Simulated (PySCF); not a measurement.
## Chlorine: a sound run and one with changed settings

Sound run: Cl(2+) [Ne] 3s2 3p3, Cl(3+) [Ne] 3s2 3p2. Computed with PySCF 2.14 in cc-pV(T+d)Z (5s4p3d1f, 39 functions), with the non-relativistic Hamiltonian (point nucleus). The sound run starts from symmetry-adapted Hartree-Fock orbitals and uses a fine grid where one is needed.

Changed run: 14 angular points. This setting is unsound on purpose.

| species | method | sound run (hartree) | changed run (hartree) | converged |
| --- | --- | --- | --- | --- |
| Cl(2+) | UHF | -458.22276 | -458.22276 | yes |
| Cl(2+) | M06-L | -458.80451 | -458.80451 | yes |
| Cl(2+) | M06-2X | -458.78721 | -458.78721 | yes |
| Cl(3+) | UHF | -456.79110 | -456.79110 | yes |
| Cl(3+) | M06-L | -457.34016 | -457.34182 | yes |
| Cl(3+) | M06-2X | -457.33654 | -457.33904 | yes |

Ionisation energy of Cl(2+):

```csv
method,sound run (eV),changed run (eV)
UHF,38.958,38.958
M06-L,39.847,39.802
M06-2X,39.475,39.407
```

A coarse angular grid integrates products of high-l functions wrongly, so density functionals can shift, and the SCF can exploit the error; Hartree-Fock and MP2 need no grid.

For comparison, NIST gives 39.8 ± 0.11 eV between the lowest levels.
